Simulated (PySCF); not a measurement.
H6OSn2, SMILES [SnH3][O][SnH3].

Geometry: PBE0-D3(BJ)/def2-SVP. A frequency run showed that this geometry is not a minimum. The def2 effective core potentials stand for the cores of Sn; spin–orbit coupling is left out.

Calculation: PBE0-D3(BJ)/def2-SVP run with PySCF.

Frequencies are harmonic and unscaled.

```json
[
 {"mode": "1", "ν (cm⁻¹)": "39i", "IR (km/mol)": "0.2", "moving atoms (share of kinetic energy)": "H 95 %"},
 {"mode": "2", "ν (cm⁻¹)": "9", "IR (km/mol)": "2.6", "moving atoms (share of kinetic energy)": "H 57 %, O 41 %"},
 {"mode": "3", "ν (cm⁻¹)": "72", "IR (km/mol)": "0.6", "moving atoms (share of kinetic energy)": "Sn 69 %, O 22 %, H 9 %"},
 {"mode": "4", "ν (cm⁻¹)": "374", "IR (km/mol)": "0.9", "moving atoms (share of kinetic energy)": "O 46 %, Sn 32 %, H 22 %"},
 {"mode": "5", "ν (cm⁻¹)": "490", "IR (km/mol)": "1.8", "moving atoms (share of kinetic energy)": "H 96 %"},
 {"mode": "6", "ν (cm⁻¹)": "502", "IR (km/mol)": "1.2", "moving atoms (share of kinetic energy)": "H 97 %"},
 {"mode": "7", "ν (cm⁻¹)": "520", "IR (km/mol)": "78.8", "moving atoms (share of kinetic energy)": "H 87 %, O 11 %"},
 {"mode": "8", "ν (cm⁻¹)": "549", "IR (km/mol)": "82.0", "moving atoms (share of kinetic energy)": "H 71 %, O 25 %"},
 {"mode": "9", "ν (cm⁻¹)": "677", "IR (km/mol)": "765.3", "moving atoms (share of kinetic energy)": "H 83 %, O 11 %"},
 {"mode": "10", "ν (cm⁻¹)": "704", "IR (km/mol)": "0.1", "moving atoms (share of kinetic energy)": "H 99 %"},
 {"mode": "11", "ν (cm⁻¹)": "707", "IR (km/mol)": "162.9", "moving atoms (share of kinetic energy)": "H 99 %"},
 {"mode": "12", "ν (cm⁻¹)": "708", "IR (km/mol)": "16.7", "moving atoms (share of kinetic energy)": "H 99 %"},
 {"mode": "13", "ν (cm⁻¹)": "712", "IR (km/mol)": "110.1", "moving atoms (share of kinetic energy)": "H 99 %"},
 {"mode": "14", "ν (cm⁻¹)": "742", "IR (km/mol)": "53.2", "moving atoms (share of kinetic energy)": "H 98 %"},
 {"mode": "15", "ν (cm⁻¹)": "828", "IR (km/mol)": "80.7", "moving atoms (share of kinetic energy)": "O 81 %, H 16 %"},
 {"mode": "16", "ν (cm⁻¹)": "1908", "IR (km/mol)": "57.7", "moving atoms (share of kinetic energy)": "H 99 %"},
 {"mode": "17", "ν (cm⁻¹)": "1919", "IR (km/mol)": "175.6", "moving atoms (share of kinetic energy)": "H 99 %"},
 {"mode": "18", "ν (cm⁻¹)": "1921", "IR (km/mol)": "195.1", "moving atoms (share of kinetic energy)": "H 99 %"},
 {"mode": "19", "ν (cm⁻¹)": "1938", "IR (km/mol)": "163.9", "moving atoms (share of kinetic energy)": "H 99 %"},
 {"mode": "20", "ν (cm⁻¹)": "1940", "IR (km/mol)": "175.0", "moving atoms (share of kinetic energy)": "H 99 %"},
 {"mode": "21", "ν (cm⁻¹)": "1953", "IR (km/mol)": "154.6", "moving atoms (share of kinetic energy)": "H 99 %"}
]
```
